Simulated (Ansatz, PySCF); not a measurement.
C₃H₇O₂, SMILES [CH2]C(O)CO, multiplicity 2. Atoms are numbered in the order given.

```xyz
12

C     -0.7219     1.4427    -0.3733
C     -0.6752     0.0728     0.1998
O     -0.8003    -0.8585    -0.8783
C      0.6302    -0.2209     0.9546
O      1.7275    -0.1955     0.0827
H     -1.2508     1.6116    -1.3129
H     -0.3230     2.2898     0.1871
H     -1.5217    -0.0608     0.9153
H     -1.0061    -1.7249    -0.5017
H      0.7920     0.5309     1.7455
H      0.5254    -1.2063     1.4625
H      1.4119    -0.6004    -0.7410
```
Charge 0, spin multiplicity 2.

The structure is a stationary point at B3LYP-D3(BJ)/def2-SVP. The isomer is the one that the SMILES or the coordinates give; other isomers of the formula were not compared. One conformer was computed; it need not be the lowest.

Two levels are set side by side: PBE-D3(BJ)/def2-SVP (Ansatz, an electronic-structure program) and B3LYP-D3(BJ)/def2-SVP (Ansatz). Each level has its own optimised geometry; the coordinates shown are those of the second. Frequencies come from the Hessian of PySCF at each geometry. Differences are taken from unrounded values.

| quantity | B3LYP-D3(BJ) |
|---|---|
| mean bond length (Å) | 1.210 |
| bond C1–C2 (Å) | 1.486 |
| bond C2–O3 (Å) | 1.430 |
| bond C2–C4 (Å) | 1.536 |
| bond C4–O5 (Å) | 1.402 |
| bond C1–H6 (Å) | 1.091 |
| bond C1–H7 (Å) | 1.091 |
| bond C2–H8 (Å) | 1.116 |
| bond O3–H9 (Å) | 0.967 |
| bond C4–H10 (Å) | 1.103 |
| bond C4–H11 (Å) | 1.114 |
| bond O5–H12 (Å) | 0.971 |
| highest harmonic wavenumber (cm⁻¹) | 3806 |
| mean harmonic wavenumber (cm⁻¹) | 1438 |
| zero-point energy (kcal/mol) | 61.68 |

Problem. What does PBE-D3(BJ) give, and how far is it from B3LYP-D3(BJ)? (Estimate from the structure and the level; the computed values follow.)

Solution. 
```tsv
quantity	PBE-D3(BJ)	PBE-D3(BJ) minus B3LYP-D3(BJ)
mean bond length (Å)	1.217	0.007
bond C1–C2 (Å)	1.485	0.000
bond C2–O3 (Å)	1.438	0.008
bond C2–C4 (Å)	1.542	0.005
bond C4–O5 (Å)	1.405	0.003
bond C1–H6 (Å)	1.099	0.008
bond C1–H7 (Å)	1.099	0.008
bond C2–H8 (Å)	1.126	0.010
bond O3–H9 (Å)	0.976	0.009
bond C4–H10 (Å)	1.112	0.009
bond C4–H11 (Å)	1.124	0.010
bond O5–H12 (Å)	0.982	0.011
highest harmonic wavenumber (cm⁻¹)	3685	-121
mean harmonic wavenumber (cm⁻¹)	1398	-40
zero-point energy (kcal/mol)	59.97	-1.72
```

Exact exchange shortens and stiffens bonds; PBE has none. Differences between two approximate levels are no errors against the true value.
